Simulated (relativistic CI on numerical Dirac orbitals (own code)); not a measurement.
# La27+: q coefficients and field-shift factors

These numbers are calculated, not measured: Dirac-Coulomb-Breit CI, separate exchange-only KLI orbitals for each configuration, derivatives by finite differences, unscaled Slater integrals, QED left out (own radial code, finite nucleus).

Configurations in the expansion (outside the closed core [Ar] 3d10): 4s2, 4s.4p, 4p2, 4s.4d, 4d2, 4s.4f, 4p.4d, 4f2. Levels of other configurations are missing.

With x = (α/α₀)² − 1 an excitation energy changes as ω = ω₀ + qx; K = 2q/ω₀ is the relative enhancement. Terms are leading LS components, so labels can repeat. The field-shift factor is F = δν/δ⟨r²⟩ for the transition from the lowest level.

Lowest level 4s2 1S_0.

| Level | ω₀ (cm⁻¹) | q (cm⁻¹) | K | F (GHz/fm²) |
| --- | --- | --- | --- | --- |
| 4s.4p 3P°_0 | 417222 | 37760 | 0.181 | -299 |
| 4s.4p 3P°_1 | 447035 | 52040 | 0.233 | -301 |
| 4s.4p 3P°_2 | 612151 | 254800 | 0.832 | -309 |
| 4s.4p 1P°_1 | 720205 | 245800 | 0.682 | -313 |
| 4p2 3P_0 | 968691 | 89400 | 0.185 | -606 |
| 4p2 3P_1 | 1132650 | 298400 | 0.527 | -617 |
| 4p2 1D_2 | 1138207 | 297400 | 0.523 | -600 |
| 4p2 3P_2 | 1320706 | 494500 | 0.749 | -598 |
| 4p2 1S_0 | 1400119 | 507500 | 0.725 | -622 |
| 4s.4d 3D_1 | 1427634 | 271400 | 0.38 | -306 |
| 4s.4d 3D_2 | 1440774 | 284300 | 0.395 | -309 |
| 4s.4d 3D_3 | 1466497 | 310700 | 0.424 | -306 |
| 4s.4d 1D_2 | 1558856 | 321100 | 0.412 | -349 |

At this charge energies of transitions that change n are usually good to better than 1 %, and those within a shell (Δn = 0) to a few per cent.
